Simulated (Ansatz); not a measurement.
Level of theory: Ansatz (an electronic-structure program) with B3LYP-D3(BJ)/def2-TZVP. No frequencies were computed at this level.

Ansatz 0.2 input:
```yaml
crystal:
  periodic: [false, false, false]
  atoms:
    - { symbol: C, position_ang: [-1.489897, 0.272885, -0.363947] }
    - { symbol: C, position_ang: [-0.523199, -0.059865, 0.476526] }
    - { symbol: Si, position_ang: [1.303266, -0.166925, 0.039698] }
    - { symbol: H, position_ang: [-1.284962, 0.5139, -1.39507] }
    - { symbol: H, position_ang: [-2.528723, 0.322504, -0.07163] }
    - { symbol: H, position_ang: [-0.79554, -0.290951, 1.500693] }
    - { symbol: H, position_ang: [1.773488, -1.531726, 0.296009] }
    - { symbol: H, position_ang: [1.495727, 0.173067, -1.370319] }
    - { symbol: H, position_ang: [2.049841, 0.767113, 0.88804] }
basis:
  gaussian: { orbitals: def2-tzvp }
hamiltonian:
  xc: b3lyp
  dispersion: d3bj
relax:
  max_steps: 150
```

Output:

```
Functional definition: B3LYP
885 factors; their error is unknown
mean field evaluation 1: about -10043.9059 eV, gradient 5.2e1 eV
mean field evaluation 2: about -10039.1695 eV, gradient 6.5e1 eV
mean field evaluation 4: about -10050.4373 eV, gradient 2.5e0 eV
mean field evaluation 8: about -10050.4542 eV, gradient 2.0e-2 eV
mean field evaluation 16: about -10050.4704 eV, gradient 1.4e-5 eV
mean field -10050.47039140 eV, -369.3479744303 hartree, gradient 1.4e-5 eV, S^2 0.000000; 0 other end points of the search recorded, 0 dependent functions left out
reference -10050.47064883 eV, -369.3479838906 hartree; 16, 16 occupied and 119, 119 virtual orbitals, 885 factors
relax step   1: F+E_penalty+E_count = -10050.75065274 eV  Δ(F+E_penalty+E_count) = +0.000e0 eV  max|allowed force component| = 7.592e-1 eV/Å  Δτ_max = 0.0000 Å  (26 SCF iters, accepted)
these checks for a lower state are left out or cut short: starts, cluster_reference, orbital_swaps, neighbouring_geometries, increment
885 factors; their error is unknown
mean field -10050.48768270 eV, -369.3486098741 hartree, gradient 1.8e-5 eV, S^2 0.000000; 0 other end points of the search recorded, 0 dependent functions left out
reference -10050.48794021 eV, -369.3486193373 hartree; 16, 16 occupied and 119, 119 virtual orbitals, 885 factors
relax step   2: F+E_penalty+E_count = -10050.76755151 eV  Δ(F+E_penalty+E_count) = -1.690e-2 eV  max|allowed force component| = 2.595e-1 eV/Å  Δτ_max = 0.0251 Å  (30 SCF iters, accepted)
these checks for a lower state are left out or cut short: starts, cluster_reference, orbital_swaps, neighbouring_geometries, increment
885 factors; their error is unknown
mean field -10050.48974343 eV, -369.3486856045 hartree, gradient 2.0e-5 eV, S^2 0.000000; 0 other end points of the search recorded, 0 dependent functions left out
reference -10050.49000085 eV, -369.3486950645 hartree; 16, 16 occupied and 119, 119 virtual orbitals, 885 factors
relax step   3: F+E_penalty+E_count = -10050.77025355 eV  Δ(F+E_penalty+E_count) = -2.702e-3 eV  max|allowed force component| = 3.664e-2 eV/Å  Δτ_max = 0.0226 Å  (29 SCF iters, accepted)
these checks for a lower state are left out or cut short: starts, cluster_reference, orbital_swaps, neighbouring_geometries, increment
885 factors; their error is unknown
mean field evaluation 32: about -10050.4719 eV, gradient 4.5e-1 eV
mean field -10050.48989875 eV, -369.3486913122 hartree, gradient 2.0e-5 eV, S^2 0.000000; 0 other end points of the search recorded, 0 dependent functions left out
reference -10050.49015609 eV, -369.3487007694 hartree; 16, 16 occupied and 119, 119 virtual orbitals, 885 factors
relax step   4: F+E_penalty+E_count = -10050.77047099 eV  Δ(F+E_penalty+E_count) = -2.174e-4 eV  max|allowed force component| = 2.531e-2 eV/Å  Δτ_max = 0.0058 Å  (30 SCF iters, accepted)
these checks for a lower state are left out or cut short: starts, cluster_reference, orbital_swaps, neighbouring_geometries, increment
885 factors; their error is unknown
mean field -10050.48983492 eV, -369.3486889665 hartree, gradient 2.0e-5 eV, S^2 0.000000; 0 other end points of the search recorded, 0 dependent functions left out
reference -10050.49009223 eV, -369.3486984225 hartree; 16, 16 occupied and 119, 119 virtual orbitals, 885 factors
relax step   5: F+E_penalty+E_count = -10050.77056199 eV  Δ(F+E_penalty+E_count) = -9.100e-5 eV  max|allowed force component| = 6.134e-3 eV/Å  Δτ_max = 0.0083 Å  (30 SCF iters, accepted)
885 factors; their error is unknown
mean field evaluation 64: about -10050.4898 eV, gradient 1.8e-3 eV
mean field -10050.48983492 eV, -369.3486889665 hartree, gradient 2.0e-5 eV, S^2 0.000000; 1 other end points of the search recorded, 0 dependent functions left out
reference -10050.49009223 eV, -369.3486984225 hartree; 16, 16 occupied and 119, 119 virtual orbitals, 885 factors
Total energy: -10050.77081930 eV, -369.3590149521 hartree
Atom 0 at    -1.480379     0.273116    -0.369582 Å, force     0.003946    -0.001808     0.006134 eV/Å
Atom 1 at    -0.526015    -0.064221     0.495638 Å, force     0.004592     0.000768    -0.005741 eV/Å
Atom 2 at     1.280339    -0.167313     0.051943 Å, force    -0.004825     0.001170     0.000075 eV/Å
Atom 3 at    -1.256210     0.512711    -1.403749 Å, force    -0.000106    -0.000649    -0.000516 eV/Å
Atom 4 at    -2.526407     0.325505    -0.086092 Å, force    -0.001730     0.001059    -0.000599 eV/Å
Atom 5 at    -0.821540    -0.291805     1.517777 Å, force    -0.003127    -0.000330     0.000104 eV/Å
Atom 6 at     1.801874    -1.535787     0.289674 Å, force     0.000510     0.000748     0.000189 eV/Å
Atom 7 at     1.449351     0.180933    -1.378629 Å, force     0.000061    -0.000153     0.000643 eV/Å
Atom 8 at     2.078988     0.766863     0.883020 Å, force     0.000679    -0.000805    -0.000289 eV/Å
Dipole moment:    -0.149230     0.012862     0.019595 e Å
```

Cost: around 15 core-seconds (rough).
